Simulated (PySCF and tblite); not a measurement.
The numbers below are computed, except where a source is named.
2 diastereomers of C6H16Si2, numbered alike:

```
isomer                                                           SMILES  descriptors (one enantiomer)
     A  [CH3:1][C@@H:2]1[CH2:3][SiH2:4][CH2:5][C@H:6]([SiH3:7])[CH2:8]1                        2S, 6R
     B   [CH3:1][C@H:2]1[CH2:3][SiH2:4][CH2:5][C@H:6]([SiH3:7])[CH2:8]1                        2R, 6R
```

Protocol: conformer search, at most 4 conformers an isomer, GFN2-xTB geometries, energies PBE0/def2-SVP (IEF-PCM, water) (D3(BJ) added where defined), GIAO shieldings B97-2/pcSseg-1 (IEF-PCM, water), weights at 298.15 K with GFN2-xTB thermal terms. Programs: PySCF with density fitting and tblite.

(1) What shifts does each isomer give (ppm; of two unlike H on one atom, a is the less shielded)?

(2) Which carbons tell the isomers apart best?

Unscaled ²⁹Si shifts at such levels can be off by tens of ppm; differences between conformers or isomers are more reliable. Shifts are unscaled: against experiment ¹³C can be off by 15 ppm or more and ¹H by 0.8 ppm.

Answers

(1) 
A: ¹H (against TMS): 1.67 (H8a, 1H), 1.46 (H2, 1H), 1.15 (H6, 1H), 1.08 (H1, 3H), 0.98 (H5a, 1H), 0.95 (H3a, 1H), 0.79 (H8b, 1H), 0.58 (H5b, 1H), 0.47 (H3b, 1H). ¹³C (against TMS): 42.9 (C8), 38.3 (C2), 30.3 (C1), 23.4 (C6), 19.5 (C3), 13.6 (C5). ²⁹Si (against TMS): -47.3 (Si4), -57.2 (Si7).

B: ¹H (against TMS): 1.96 (H2, 1H), 1.76 (H6, 1H), 1.61 (H8a, 1H), 1.49 (H8b, 1H), 1.12 (H1, 3H), 1.11 (H5a, 1H), 1.07 (H3a, 1H), 0.82 (H5b, 1H), 0.68 (H3b, 1H). ¹³C (against TMS): 42.1 (C8), 33.2 (C2), 25.8 (C1), 18.4 (C6), 17.9 (C3), 12.8 (C5). ²⁹Si (against TMS): -54.0 (Si4), -61.3 (Si7). H not on carbon is left out.

(2) C2: 38.3 in A, 33.2 in B; C6: 23.4 in A, 18.4 in B; C1: 30.3 in A, 25.8 in B ppm.
